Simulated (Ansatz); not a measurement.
Start from `[SiH3]/C=C/Cl` and change one atom or group (the configuration at the double bond changes too) to get `O/C(Cl)=C/[SiH3]`.

Ansatz, PBE0-D4/def2-TZVP geometries, multiplicity 1. Each molecule was computed in one conformer, which needn't be the lowest.

```json
{"property": "HOMO–LUMO gap (PBE0/def2-TZVPP) / eV", "`[SiH3]/C=C/Cl`": "6.91"}
{"property": "HOMO–LUMO gap (ωB97M-V/def2-TZVPP) / eV", "`[SiH3]/C=C/Cl`": "11.18"}
{"property": "LUMO energy (ωB97M-V/def2-TZVPP) / eV", "`[SiH3]/C=C/Cl`": "1.35"}
{"property": "LUMO energy (PBE0/def2-TZVPP) / eV", "`[SiH3]/C=C/Cl`": "-0.77"}
{"property": "HOMO–LUMO gap (PBE/def2-TZVPP) / eV", "`[SiH3]/C=C/Cl`": "4.80"}
{"property": "LUMO energy (PBE/def2-TZVPP) / eV", "`[SiH3]/C=C/Cl`": "-1.73"}
```

Problem. Give the same properties after the change, and the shifts. (An estimate is asked.)

Solution. Ansatz gave: 
```tsv
property	`O/C(Cl)=C/[SiH3]`	shift
HOMO–LUMO gap (PBE0/def2-TZVPP) / eV	6.79	-0.12
HOMO–LUMO gap (ωB97M-V/def2-TZVPP) / eV	11.02	-0.16
LUMO energy (ωB97M-V/def2-TZVPP) / eV	1.71	0.36
LUMO energy (PBE0/def2-TZVPP) / eV	-0.33	0.44
HOMO–LUMO gap (PBE/def2-TZVPP) / eV	4.70	-0.10
LUMO energy (PBE/def2-TZVPP) / eV	-1.25	0.48
```

With PBE0 the HOMO rises by 0.56 eV and the LUMO rises by 0.44 eV, so the gap narrows by about 0.12 eV. PBE moves the HOMO by 0.58 eV and ωB97M-V by 0.53 eV.
